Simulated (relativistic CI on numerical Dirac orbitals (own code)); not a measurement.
Calculated at this level of theory: Dirac-Coulomb-Breit CI, KLI orbitals optimised for each configuration, QED by a radiative potential, unscaled Slater integrals (own radial code, finite nucleus).

The strongest absorption lines from the ground level of an ion, among the configurations computed and to levels below about 3590 eV (vacuum wavelength in nm, gf): 0.38144 (0.68), 0.39234 (1), 0.39247 (0.9), 0.39324 (3.1), 0.39358 (1.2), 0.39575 (0.55), 0.40897 (3.5), 0.41046 (1.1).

Which ion is it?
A. Ru³⁸⁺
B. Ru³⁶⁺
C. Ag³⁹⁺
D. Sr³⁰⁺

B. Ru³⁶⁺ has 8 electrons and the ground level 2s2 2p4 3P_2; the strongest line goes to 2s2 2p3 3d 3D°_3. The pattern of lines fixes the number of electrons, and along that sequence the line energies rise steadily with the charge (about as its square where n changes within one kind of shell, about linearly where n is kept but much faster in heavy ions where fine structure, which grows about as Z⁴, sets the gap, and irregularly where shells cross), which fixes Z. Configurations outside the model, such as inner-shell arrays, can give stronger lines. At this charge energies of transitions that change n are usually good to better than 1 %, and those within a shell (Δn = 0) to a few per cent.

LS names give the leading component of a level, which can be under half, so a name can repeat, a term be missing and a line seem to break the LS rules.
